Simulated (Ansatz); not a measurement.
`[CH3][Mo](=[O])(=[O])[F]` + H₂O → `[O]=[Mo](=[O])([OH])[F]` + CH₄ at 298.15 K and 1 bar (formal hydrolysis of a Mo–C bond).

Computed with Ansatz on PBE0-D4/def2-TZVP structures; ΔE is electronic, products minus reactants. CCSD(T)/CBS adds triple-zeta CCSD(T) − MP2 to the extrapolated MP2 energy (def2 sets, frozen cores). This one scheme is used for every species. Elements past krypton have def2 core potentials. For Mo outer-core shells are correlated without core-valence functions, which leaves a few kJ/mol of doubt a bond. Each species was taken in one conformer, which may not be the lowest.

```csv
species,CCSD(T)/CBS energy (Eh),H − E (kJ/mol),S (J/(mol·K))
`[CH3][Mo](=[O])(=[O])[F]`,-358.25710,136.3,341.3
H₂O,-76.37941,66.4,188.7
`[O]=[Mo](=[O])([OH])[F]`,-394.21125,76.6,327.8
CH₄,-40.46206,127.4,186.2
```

H − E and S are ideal-gas, rigid-rotor, harmonic terms from PBE0-D4/def2-TZVP, for one conformer and one mirror image of each species. 1 Eh = 2625.50 kJ/mol, R = 8.31446 J/(mol·K).

Task: By hand: ΔE, ΔH, ΔS and ΔG.

Result: ΔE = (-394.21125) + (-40.46206) − (-358.25710) − (-76.37941) = -0.03680 Eh = -96.6 kJ/mol. Δ(H − E) = 76.6 + 127.4 − 136.3 − 66.4 = 1.3, so ΔH = -95.3 kJ/mol. ΔS = 327.8 + 186.2 − 341.3 − 188.7 = -16.0 J/(mol·K). ΔG = -95.3 − 298.15 × (-16.0)/1000 = -90.5 kJ/mol.

Task: By hand: the equilibrium constant, and the temperature at which ΔG would vanish if ΔH and ΔS stayed fixed.

Result: log₁₀ K = −ΔG/(RT ln 10) = 15.9. ΔG = 0 at ΔH/ΔS = 5956 K, far beyond where these terms or the molecules hold.

ΔH outweighs TΔS. A doubt of 5 kJ/mol in ΔE shifts log₁₀ K by 0.9 here. Other conformers and mirror images would add mixing entropy, several J/(mol·K) or more a flexible species. These are equilibria of isolated gas molecules and say nothing of rates. Largest T1 diagnostic: 0.025 (customary marks: 0.02 for closed shells, 0.045 for open ones).
